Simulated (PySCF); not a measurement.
A structure optimised at PBE-D3(BJ)/def2-SVP, used in a PySCF frequency run:

```xyz
16

C      2.6525    -0.2896    -0.1893
Si     0.9146    -0.5064     0.4765
C     -0.3592    -1.1849    -0.7620
Si    -1.7017     0.1650    -0.7584
C     -1.1220     1.1899     0.7719
O      0.3002     1.0402     0.8418
H      3.1200    -1.2751    -0.3902
H      3.2878     0.2481     0.5431
H      2.6416     0.2937    -1.1319
H      0.9309    -1.3624     1.7202
H      0.0794    -1.3163    -1.7719
H     -0.7685    -2.1631    -0.4376
H     -3.1053    -0.3668    -0.6248
H     -1.6161     1.0036    -2.0060
H     -1.6166     0.8328     1.7080
H     -1.3618     2.2706     0.6788
```

Task: Write its SMILES and formula.

Result: C[Si@@H]1C[SiH2]CO1, C3H10OSi2

Task: What are its rotational constants (standard atomic weights)?

Result: 4.0037, 1.7116, 1.3705 GHz
